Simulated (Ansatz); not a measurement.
Isolated molecules relaxed with PBE0-D4/def2-TZVP in Ansatz; ΔE leaves out vibrations. CBS: MP2 limit from def2 TZ/QZ plus the TZ coupled-cluster correction, frozen cores. This one scheme is used for every species. Functionals use def2-TZVPP. B3LYP here is the variant with VWN-RPA as its local correlation; programs differ in this. HSE06 is defined as in plane-wave codes. Triplets are unrestricted, without spin–orbit coupling. One conformer a species, not always the lowest.

Consider the formal loss of a carbene: `FC[SiH](F)[SiH3]` → `[CH2]` (triplet) + `F[SiH](F)[SiH3]`.

```csv
level,ΔE (kJ/mol),difference from CCSD(T)/CBS
PBE-D4,239.7,26.0
revPBE-D4,227.6,13.9
BLYP-D4,223.1,9.4
r2SCAN-D4,198.4,-15.3
PBE0-D4,224.4,10.7
B3LYP-D4,217.5,3.8
r2SCANh-D4,195.2,-18.5
r2SCAN0-D4,190.7,-23.0
HSE06-D4,225.0,11.3
CAM-B3LYP-D4,218.3,4.6
ωB97X-V,235.6,21.9
ωB97M-V,224.6,10.9
B2PLYP,207.4,-6.3
PBE-QIDH,211.1,-2.6
PBE,233.5,19.8
revPBE,211.0,-2.7
BLYP,210.0,-3.7
PBE0,218.9,5.2
B3LYP,207.6,-6.1
r2SCANh,193.3,-20.4
r2SCAN0,188.6,-25.1
HSE06,219.8,6.1
BHLYP,191.0,-22.7
CAM-B3LYP,212.6,-1.1
LC-ωPBE,212.1,-1.6
RPA@PBE/def2-TZVPP,207.3,-6.4
HF/def2-SVP,95.7,-118.0
MP2/def2-SVP,213.0,-0.7
CCSD/def2-SVP,206.2,-7.5
CCSD(T)/def2-SVP,214.9,1.2
HF/def2-TZVPP,67.1,-146.6
MP2/def2-TZVPP,207.3,-6.4
SCS-MP2/def2-TZVPP,212.7,-1.0
CCSD/def2-TZVPP,192.9,-20.8
CCSD(T)/def2-TZVPP,205.0,-8.7
HF/def2-QZVPP,64.6,-149.1
MP2/def2-QZVPP,211.4,-2.3
SCS-MP2/def2-QZVPP,218.1,4.4
MP2/CBS(def2),216.0,2.3
CCSD/CBS(def2),201.6,-12.1
CCSD(T)/CBS,213.7,0
```

Task: What do rigid-rotor, harmonic-oscillator terms from PBE0-D4/def2-TZVP frequencies (298.15 K, 1 bar) make of the CCSD(T)/CBS value? (An estimate is asked.)

Result: The calculation gave: ΔZPE = -25.2 kJ/mol, ΔH = +193.8 kJ/mol, ΔS = 151 J/(mol·K), ΔG = +148.7 kJ/mol. Open shells count their whole term as degenerate. Modes under 50 cm⁻¹ make the entropy rough.

Largest T1 diagnostic among the species: 0.013.

In def2-TZVPP, CCSD(T) changes the Hartree–Fock value by +137.9 kJ/mol (the triples alone add +12.1 kJ/mol) and MP2 by +140.2 kJ/mol. From r2SCAN to r2SCAN0 (25 % exact exchange), in def2-TZVPP and without D4, ΔE moves by −8.0 kJ/mol. The D4 term adds +9.9 kJ/mol with B3LYP and +5.5 kJ/mol with PBE0; it sums over pairs of atoms, weighted by their polarisabilities, and B3LYP, whose exchange is more repulsive, gets the larger term.

CCSD(T)/CBS has its own doubt, a few kJ/mol and more with outer-core shells, so smaller differences from it don't rank the levels.
